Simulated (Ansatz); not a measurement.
I₃In, singlet, at a GFN2-xTB geometry (such geometries of metal compounds can be far from the true shape) (all electrons, no relativity). Base run: PBE/3-21G run with Ansatz (a quantum-chemistry and plane-wave program).

Geometry (Å):
```xyz
4

In     0.0000     0.0000     0.0000
I      2.5450    -0.4129    -0.8080
I     -0.9331    -1.2396     2.2120
I     -1.6119     1.6526    -1.4040
```
Charge 0, spin multiplicity 1.
All else is at Ansatz's defaults.

Variants of this job, named by their change:

| change | E (Eh) | core-seconds (rough) |
|---|---|---|
| base | -26387.07446 | 4 |
| functional = B97M-V | -26385.73985 | 20 |
| functional = b3lyp; dispersion = d3bj | -26389.47598 | 10 |
| functional = SVWN5 | -26366.65924 | 3 |
| functional = pbe0 | -26387.80221 | 20 |
| functional = hse06 | -26387.94383 | 20 |
| functional = blyp | -26389.43256 | 5 |
| functional = r2scan | -26388.90306 | 10 |
| functional = pbe; dispersion = d3bj | -26387.08061 | 5 |
| functional = revpbe | -26387.93843 | 5 |
| functional = b3lyp | -26389.46222 | 10 |

Absolute energies of different levels of theory aren't comparable as measures of quality.
